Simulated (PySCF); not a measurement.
C6H9F3N (doublet state).
Cartesian coordinates in Å at the PBE0-D3(BJ)/def2-SVP level; atoms count from 1:
```
atom  x, y, z in Å
F1     2.8868   -0.6522    0.9595
C2     2.3202    0.2968    0.2056
F3     2.8781    1.4578    0.5318
F4     2.6432    0.0369   -1.0717
C5     0.8148    0.3136    0.3889
C6     0.1889   -1.0720    0.2098
C7    -1.3308   -0.9953    0.3374
C8    -1.9231    0.0980   -0.5741
C9    -1.1679    1.3658   -0.3662
N10    0.2393    1.3049   -0.5155
H11    0.6442    0.6616    1.4227
H12    0.6049   -1.7778    0.9450
H13    0.4666   -1.4505   -0.7901
H14   -1.5946   -0.7680    1.3850
H15   -1.7806   -1.9739    0.1057
H16   -1.8230   -0.2310   -1.6274
H17   -2.9985    0.2269   -0.3789
H18   -1.5598    2.1546    0.2872
H19    0.4718    1.0225   -1.4697
```

The hyperfine couplings belong to this conformer and change with its torsions.

As a line formula: `FC(F)(F)[C@@H]1CCC[CH]N1` [radical].

Method: UKS B3LYP, IGLO-III on C F N, pcH-1 on H, non-relativistic, mean-field spin-orbit, GIAO (PySCF 2.14.0). Isolated species at its PBE0-D3(BJ)/def2-SVP geometry (one conformer only). The SCF solution wasn't tested for stability.

Principal values of hyperfine tensors in MHz (contact and dipolar terms together), for some of the nuclei:

| atom | isotope | A1 | A2 | A3 |
| --- | --- | --- | --- | --- |
| C9 | 13C | 66.98 | 68.40 | 304.33 |
| H16 | 1H | 66.49 | 66.72 | 81.77 |
| H18 | 1H | -98.96 | -63.08 | -23.20 |
| C5 | 13C | 50.45 | 50.77 | 67.48 |
| H19 | 1H | 42.77 | 46.42 | 61.73 |
| C8 | 13C | -25.05 | -23.36 | -17.73 |
| H15 | 1H | 12.04 | 13.76 | 20.28 |
| F1 | 19F | 7.06 | 7.23 | 24.25 |

Problem. Split each tensor into its isotropic and traceless parts, and turn a_iso into mT with g = 2.0026.

Solution. a_iso = (A1 + A2 + A3)/3, Ti = Ai − a_iso; 1 mT corresponds to 28.029 MHz.

```
atom  a_iso (MHz)  a_iso (mT)      T1      T2      T3
  C9       146.57       5.229  -79.59  -78.17  157.76
 H16        71.66       2.557   -5.17   -4.94   10.11
 H18       -61.75      -2.203  -37.22   -1.33   38.55
  C5        56.23       2.006   -5.78   -5.46   11.24
 H19        50.31       1.795   -7.53   -3.88   11.42
  C8       -22.05      -0.787   -3.00   -1.32    4.32
 H15        15.36       0.548   -3.32   -1.59    4.92
  F1        12.85       0.458   -5.79   -5.62   11.40
```

Problem. What spin density at the nucleus of C8 lies behind its contact coupling (g_N = 1.40482)?

Solution. a_FC = (2μ0/3) gₑ μB g_N μN ρ(0)/(2S·h) = 800.24 MHz × g_N × ρ(0)/(2S), with ρ in bohr⁻³. With a_FC = -22.05 MHz and 2S = 1, ρ(0) = -0.01961 bohr⁻³.

Problem. C7 (13C, g_N = 1.40482) isn't in the table. Its spin density at the nucleus is 0.04594 bohr⁻³. What is its contact coupling?

Solution. By the same relation, a_FC = 51.6 MHz. Its full tensor has the principal values 46.10, 46.45, 62.39 MHz.

Problem. Which nucleus of the table has the largest anisotropic coupling, and what is its form?

Solution. C9: -79.6, -78.2, 157.8 MHz, axial, in the ratio −1:−1:+2, the form that spin in one p orbital centred on that nucleus gives.

Problem. In a single crystal, with the field along each principal axis of the tensor of C9 in turn, what first-order splitting does this nucleus give (isotropic g, quadrupole terms neglected)?

Solution. 2 lines (I = 1/2), spaced by |A_i|/(g × 13.996): 2.39, 2.44, 10.86 mT along the axes of A1, A2 and A3.

Hardware: an x86-64 server with one thread, shared host. Cost: 3.0 min wall.
